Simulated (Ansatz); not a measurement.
Al10As9H26⁻, a nanocrystal cut from wurtzite AlAs (hydrogen-capped). Total charge -1; singlet. Geometry PBE-D4/def2-SVP, basis def2-TZVP, Ansatz.

| run | HOMO (eV) | LUMO (eV) |
| --- | --- | --- |
| A | -3.65 | 0.34 |
| B | -3.48 | 0.05 |
| C | -3.85 | 0.08 |
| D | -3.41 | 0.21 |
| E | -4.35 | 0.90 |

Single mean-field runs in def2-TZVP are fitted with def2-universal-jkfit.

Task: The runs used B97M-V, LDA (SPW92), PBE, PBE0, r2SCAN. Estimate which is which.

Result: A r2SCAN (0 % exact exchange); B LDA (SPW92) (0 % exact exchange); C B97M-V (0 % exact exchange); D PBE (0 % exact exchange); E PBE0 (25 % exact exchange). Exact exchange lowers occupied and raises empty levels; among semilocal functionals meta-GGAs tend to open the gap a little, and such runs are hard to tell apart. The gap grows from 3.53 eV (LDA (SPW92)) to 5.25 eV (PBE0).
